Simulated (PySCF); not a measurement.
Compound: C6H5O (doublet state).
Cartesian coordinates in Å at the GFN2-xTB level; atoms count from 1:
```
atom  x, y, z in Å
C1     2.883    0.138   -0.056
C2     1.678    0.050   -0.001
C3     0.305   -0.043    0.060
C4    -0.489   -1.087    0.553
C5    -1.796   -0.725    0.403
O6    -1.946    0.500   -0.162
C7    -0.648    1.017   -0.420
H8     3.928    0.204   -0.105
H9    -0.131   -2.005    0.974
H10   -2.700   -1.244    0.654
H11   -0.531    1.971    0.113
H12   -0.553    1.223   -1.496
```

Identity: `C#C[C]1C=COC1` [radical].

The calculation used UKS B3LYP, pcH-1 on C H O, non-relativistic, mean-field spin-orbit, GIAO (PySCF). Geometry: GFN2-xTB; no solvent, vibrations or thermal averaging. A GFN2-xTB geometry isn't a minimum of the functional, and hyperfine couplings can be far from their values at a DFT geometry. The SCF solution wasn't tested for stability. ⟨S²⟩ is 0.774 where a pure state has 0.75.

(1) Match the computed a_iso(13C) values +48.4, -45.6, -35.3, +34.5, -28.9, +27.8 MHz with the sites C1; C2; C3; C4; C5; C7.

(2) Match the computed a_iso(1H) values +100.3, -30.4, -26.4, +7.0 MHz (means over equivalent nuclei) with the sites H8; H9; H10; H11/H12.

## Answers

(1) 
```json
{"site": "C1", "a_iso (MHz)": "+27.8", "ρ(0) (bohr⁻³)": "+0.0248", "position": "a main spin site", "distance from C3 (Å)": "2.59", "spin population": "+0.35", "largest |T| (MHz)": "48.3"}
{"site": "C2", "a_iso (MHz)": "-45.6", "ρ(0) (bohr⁻³)": "-0.0406", "position": "1 bond from C1", "distance from C3 (Å)": "1.38", "spin population": "-0.16", "largest |T| (MHz)": "15.1"}
{"site": "C3", "a_iso (MHz)": "+48.4", "ρ(0) (bohr⁻³)": "+0.0430", "position": "largest spin population", "distance from C3 (Å)": "0.00", "spin population": "+0.50", "largest |T| (MHz)": "87.5"}
{"site": "C4", "a_iso (MHz)": "-35.3", "ρ(0) (bohr⁻³)": "-0.0314", "position": "1 bond from C5", "distance from C3 (Å)": "1.40", "spin population": "-0.17", "largest |T| (MHz)": "19.3"}
{"site": "C5", "a_iso (MHz)": "+34.5", "ρ(0) (bohr⁻³)": "+0.0307", "position": "a main spin site", "distance from C3 (Å)": "2.24", "spin population": "+0.40", "largest |T| (MHz)": "68.5"}
{"site": "C7", "a_iso (MHz)": "-28.9", "ρ(0) (bohr⁻³)": "-0.0257", "position": "1 bond from C3", "distance from C3 (Å)": "1.50", "spin population": "-0.06", "largest |T| (MHz)": "0.8"}
```

(2) 
```json
{"site": "H8", "a_iso (MHz)": "-26.4", "ρ(0) (bohr⁻³)": "-0.0059", "position": "1 bond from C1", "distance from C3 (Å)": "3.64", "bound to": "C1", "spin population there": "+0.35", "largest |T| (MHz)": "13.4"}
{"site": "H9", "a_iso (MHz)": "+7.0", "ρ(0) (bohr⁻³)": "+0.0016", "position": "2 bonds from C5, on C4 of spin population -0.17", "distance from C3 (Å)": "2.21", "bound to": "C4", "spin population there": "-0.17", "largest |T| (MHz)": "3.9"}
{"site": "H10", "a_iso (MHz)": "-30.4", "ρ(0) (bohr⁻³)": "-0.0068", "position": "1 bond from C5", "distance from C3 (Å)": "3.29", "bound to": "C5", "spin population there": "+0.40", "largest |T| (MHz)": "17.8"}
{"site": "H11/H12", "a_iso (MHz)": "+100.3", "ρ(0) (bohr⁻³)": "+0.0224", "position": "2 bonds from C3", "distance from C3 (Å)": "2.18", "bound to": "C7", "spin population there": "-0.06", "largest |T| (MHz)": "3.9"}
```

ρ(0) is the spin density at the nucleus and T the dipolar tensor; entries for several nuclei are means. The Mulliken spin populations are largest on C3 (+0.50), C5 (+0.40), C1 (+0.35) and C4 (-0.17). Three atoms exceed +0.15. The positive populations add up to 1.43 and the negative ones to -0.43, together 2S = 1. The angles at C3 add up to 360.0°, so it is planar. Main spin sites, with 60 % or more of the largest population: C1, C3, C5; positions count bonds from the nearest.

Class means assume fast exchange of nuclei equivalent by connectivity; if that motion is slow, each nucleus keeps its own coupling.

The SMILES `C#C[C]1C=COC1` draws the unpaired electron on C3, whose computed spin population is only +0.50.
